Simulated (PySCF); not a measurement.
Compound: CH₅AlF₃NS.
Bonds: N1–Al2, Al2–S3, S3–C4, C4–F5, C4–F6, C4–F7. Hydrogens: H8, H9, H10 on N1; H11, H12 on Al2.

Computed by this run: PBE0-D3(BJ)/def2-SVP geometry optimisation, gas phase (PySCF 2.14.0); density fitting, grid level 1; the optimiser is geomeTRIC in internal coordinates, started from a GFN2-xTB structure with every atom displaced at random (about 0.01 Å).

Step 0: E = -28161.9183 eV
```
atom  x, y, z in Å  |  force x, y, z in eV/Å
N1      2.1777    0.0581    0.0595   -1.096   2.060   0.269
Al2     0.2431   -0.6089    0.0205    0.550   0.251   0.254
S3     -0.6726    1.4726    0.3175    1.169   0.550  -0.033
C4     -2.0742    0.4889    0.3172   -3.440   0.214   0.091
F5     -2.7566    0.4589    1.4727    0.375   0.047   0.007
F6     -3.0008    0.8417   -0.6066    0.645  -0.185   0.208
F7     -1.8207   -0.8459    0.0546   -0.172  -0.117  -0.115
H8      2.3702    0.6322    0.8918   -0.047  -0.412  -0.110
H9      2.3673    0.6756   -0.7331    0.121  -0.280  -0.135
H10     2.7839   -0.7161    0.0508    1.328  -1.304  -0.086
H11     0.1598   -1.0761   -1.4412    0.291  -0.383  -0.773
H12     0.2621   -1.4090    1.3517    0.275  -0.440   0.422
```

Step 1: E = -28162.2782 eV
```
atom  x, y, z in Å  |  force x, y, z in eV/Å
N1      2.2310    0.0641    0.0518   -0.026   0.068   0.028
Al2     0.2778   -0.6224    0.0193    0.134   0.160   0.035
S3     -0.7108    1.4504    0.3233    0.021   0.033   0.013
C4     -2.2374    0.5275    0.3347    0.075  -0.105  -0.087
F5     -2.8771    0.5130    1.4942    0.034   0.003  -0.087
F6     -3.1060    0.8820   -0.6002    0.067  -0.052   0.120
F7     -1.9111   -0.8091    0.0662   -0.542   0.139   0.073
H8      2.4111    0.6158    0.8909    0.073  -0.060   0.115
H9      2.4349    0.6683   -0.7443    0.082  -0.060  -0.120
H10     2.8877   -0.7233    0.0409   -0.090   0.203  -0.019
H11     0.2757   -1.1291   -1.4815    0.086  -0.157  -0.076
H12     0.3633   -1.4652    1.3601    0.087  -0.173   0.005
```

Question: Estimate the geometry and energy of step 2. (The exact step hangs on the optimiser's Hessian estimate; all steps are aligned on step 1, rigid shifts and turns removed.)

Answer: E = -28162.3090 eV, largest force 0.359 eV/Å
```
atom  x, y, z in Å  |  force x, y, z in eV/Å
N1      2.2198    0.0806    0.0521   -0.048   0.154   0.023
Al2     0.2725   -0.6412    0.0141    0.258   0.068   0.042
S3     -0.6947    1.4373    0.3324   -0.017  -0.085  -0.040
C4     -2.2351    0.5354    0.3358   -0.007  -0.111  -0.029
F5     -2.8766    0.5322    1.4924    0.016   0.017   0.072
F6     -3.0979    0.9094   -0.5932    0.017   0.021  -0.039
F7     -1.9465   -0.8065    0.0658   -0.328   0.141   0.043
H8      2.3987    0.6265    0.8975    0.028  -0.033  -0.001
H9      2.4261    0.6805   -0.7487    0.029  -0.027  -0.011
H10     2.8865   -0.6927    0.0407    0.009   0.007  -0.016
H11     0.3053   -1.1847   -1.4821    0.014  -0.062   0.015
H12     0.3808   -1.5048    1.3485    0.031  -0.089  -0.059
```

The energy changes by -0.0307 eV. The first-order estimate −F·Δx gives -0.0408 eV and the mean of the old and new forces, exact on a quadratic surface, -0.0304 eV. The step makes an angle of 60° with the force vector and moves no atom by more than 0.063 Å.

The cost below is that of the whole optimisation. On one thread, Arm Neoverse N1 (aarch64), no GPU, on a shared host, this took 3.3 min wall and 0.54 GiB of memory at its peak.
